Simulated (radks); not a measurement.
Results of a calculation; reference values are marked as such.
Fractional charge and spin in the 5s shell of caesium: the spin-up occupation runs from 0 to 1 and the spin-down occupation from 0 to 1; the fullest corner is Cs2+, [Kr] 4d10 5p(up 2.5, down 2.5) 5s(up 1, down 1). Level of theory: scalar-relativistic Kohn-Sham, PBE, spin-polarised, spherical densities, point nucleus (a radial shooting solver on a logarithmic mesh with Libxc functionals). Energy (eV) above the fullest corner. The planes named below are the two flat planes that join the four corners, with an edge along up + down = one added electron.

down \ up,0,0.25,0.5,0.75,1
0,109.636,93.172,77.478,62.549,48.376
0.25,93.172,77.541,62.672,48.557,35.190
0.5,77.478,62.672,48.617,35.308,22.737
0.75,62.549,48.557,35.308,22.795,11.010
1,48.376,35.190,22.737,11.010,0.000

Corners above the fullest one (they belong to Cs3+ and the next ion): (up 1, down 0) 48.376 eV, (up 0, down 1) 48.376 eV, (up 0, down 0) 109.64 eV. With half an added electron in each spin the energy lies 0.241 eV from the planes, and with half an added electron in spin up alone -1.528 eV. The planes are only a guide here: the flat-plane condition holds for ground states with one frontier orbital, while this shell lies below other occupied shells, so the corners above the fullest one are inner-hole states and not the ground states of those ions.
